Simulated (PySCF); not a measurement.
Compound: C6H9FO2.
InChI=1S/C6H9FO2/c1-4-6(2-8-3-6)5(7)9-4/h4-5H,2-3H2,1H3/t4-,5-/m0/s1

All values: wB97X-D/def2-SVPD (PySCF, non-relativistic), on one gas-phase PBE0-D3(BJ)/def2-SVP geometry that isn't relaxed in the solvent. The solvent is an IEF-PCM continuum (van der Waals radii × 1.2), and excitations are vertical TDDFT with non-equilibrium linear response and a frozen core. Only the electrostatic response of the medium enters.

Gas-phase singlets (H = HOMO, L = LUMO):

```csv
state,E (eV),λ (nm),f,leading configuration
S1,7.168,173,0.001,H→L+1 69%
S2,7.854,158,0.034,H→L 60%
S3,8.170,152,0.001,H→L+2 63%
S4,8.261,150,0.001,H-1→L+1 60%
S5,8.499,146,0.007,H→L+3 52%
```

What are the lowest 5 singlets in chloroform (ε = 4.711)?

| state | E (eV) | λ (nm) | f | leading configuration | change by rank (eV) |
| --- | --- | --- | --- | --- | --- |
| S1 | 7.168 | 173 | 0.001 | H→L+1 59% | 0.000 |
| S2 | 8.031 | 154 | 0.048 | H→L 51% | +0.177 |
| S3 | 8.233 | 151 | 0.000 | H→L+2 68% | +0.063 |
| S4 | 8.298 | 149 | 0.002 | H-1→L+1 64% | +0.037 |
| S5 | 8.535 | 145 | 0.006 | H→L+3 43% | +0.036 |

The ground-state energy changes by -0.229 eV from gas to chloroform. By how much does the total energy of gas-phase S2 change?

E(S2) = E(S0) + excitation energy, so it changes by -0.229 + 0.177 = -0.052 eV: it is lowered less than the ground state, which is what a blue shift means. This is the vertical state, with the slow part of the continuum still set for S0.

How do the frontier levels move from gas to chloroform?

| orbital | gas (eV) | solvent (eV) | change (eV) |
| --- | --- | --- | --- |
| LUMO+2 | 2.60 | 2.86 | +0.26 |
| LUMO+1 | 2.47 | 2.57 | +0.10 |
| LUMO | 2.16 | 2.37 | +0.21 |
| HOMO | -9.57 | -9.47 | +0.10 |
| HOMO-1 | -10.38 | -10.28 | +0.10 |
| HOMO-2 | -10.71 | -10.67 | +0.04 |
| HOMO-3 | -11.22 | -11.06 | +0.16 |

The HOMO–LUMO gap goes from 11.73 to 11.83 eV.

On an Arm Neoverse V1 with one thread, no GPU, shared host with 64 logical CPUs at a one-minute load of 52, this took 81 s and 1.3 GiB of memory at its peak. This is the whole response run at wB97X-D/def2-SVPD in chloroform, SCF included.

Note: wB97X-D ran without an empirical dispersion term, which enters the total energy and its gradient alone.
